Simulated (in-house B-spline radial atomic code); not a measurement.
How numerical settings move a run on Ar V (Ar4+), [Ne] 3s2 3p2. Computed with an all-electron radial atomic-structure program (B-spline basis): non-relativistic SCAN, spin-polarised, spherical fractional occupations, point nucleus.

Command:
```bash
python run_scf.py task.json out
```
Settings of the sound reference run:
```
Z                18
electrons        14
configuration    [Ne] 3s2 3p2
hamiltonian      nr
method           scan,scan
spin_polarised   True
knot_spacing     0.22
spline_order     8
gauss_points     12
box_radius       12.77
max_iterations   70
damping          0.5
damped_steps     3
diis_vectors     10
tolerance        1e-08
start            Thomas-Fermi
```

Time taken, with all properties: 0.23 s on 1 thread of Arm Neoverse V1, on a shared host.

It converges in 10 iterations to -522.300529 hartree, with 3p up at -67.4244 eV. The other runs change the listed settings, some to values that make no sense; their results aren't properties of the atom or ion. Radii are in bohr (the nuclear one in fm), a minus after a letter asks for a j subshell, and «unchanged» means within 1e-8 hartree. The run stops when the residual is below 10 × tolerance × max(1, Z/10), or a noise floor if that is larger, and the energy moves by less than 1e-8 × √|E| hartree; so very loose and very tight tolerances often act alike.

| changed settings | outcome |
| --- | --- |
| spline_order = 3 | converged in 9 iterations, energy +1.07e-02 hartree from the reference, 3p up level +3.3e-03 eV |
| gauss_points = 6, max_iterations = 75, damped_steps = 1, tolerance = 1e-13, start = bare nucleus | converged in 10 iterations, energy -2.73e-05 hartree from the reference, 3p up level +4.2e-03 eV |
| spline_order = 6 | converged in 10 iterations, energy -4.20e-05 hartree from the reference, 3p up level +3.9e-05 eV |
| spline_order = 4 | converged in 10 iterations, energy +5.08e-05 hartree from the reference, 3p up level -5.1e-04 eV |
| damping = 0.95 | converged in 10 iterations, energy unchanged |
| electrons = 15, configuration = [Ne] 3s2 3p2 4s-1, max_iterations = 50 | stopped with error: j subshells need the Dirac Hamiltonian and l > 0 |
| spline_order = 7 | converged in 10 iterations, energy -8.20e-05 hartree from the reference, 3p up level -4.3e-05 eV |
| damping = 0 | converged in 8 iterations, energy unchanged |
| spline_order = 5 | converged in 10 iterations, energy -2.16e-05 hartree from the reference, 3p up level -2.5e-05 eV |
| knot_spacing = 0.75, gauss_points = 3, box_radius = 3.83, max_iterations = 75, diis_vectors = 4 | converged in 10 iterations, energy +7.41e-02 hartree from the reference, 3p up level +1.8e-01 eV (the program warns: 3p up reaches the box edge; 3s up reaches the box edge) |
| hamiltonian = dirac, method = revtpss,revtpss, spin_polarised = False, nucleus = fermi, rms_radius = 3.4274, mass_number = 40, atomic_mass = 39.96238, speed_of_light = 137.036 | stopped with error: meta-GGAs are not served with the Dirac Hamiltonian |

What happens with spline_order = 10, box_radius = 1.28, first_knot = 0.0556, max_iterations = 100?

Converged in 8 iterations, energy +1.55e+01 hartree from the reference, 3p up level +1.3e+02 eV (the program warns: 3p up has a positive eigenvalue: unbound, held by the box; 3s up has a positive eigenvalue: unbound, held by the box).

What happens with gauss_points = 8, first_knot = 0.000556, max_iterations = 100, tolerance = 0.01, start = bare nucleus?

Converged in 6 iterations, energy -6.48e-05 hartree from the reference, 3p up level -1.5e-03 eV.

What happens with electrons = 17, configuration = [Ne] 3s2 3p2 4s3, max_iterations = 100?

Stopped with error: shell 4s holds at most 1 electrons (per spin).

What happens with spline_order = 10?

Converged in 10 iterations, energy -6.24e-05 hartree from the reference, 3p up level -5.8e-05 eV.
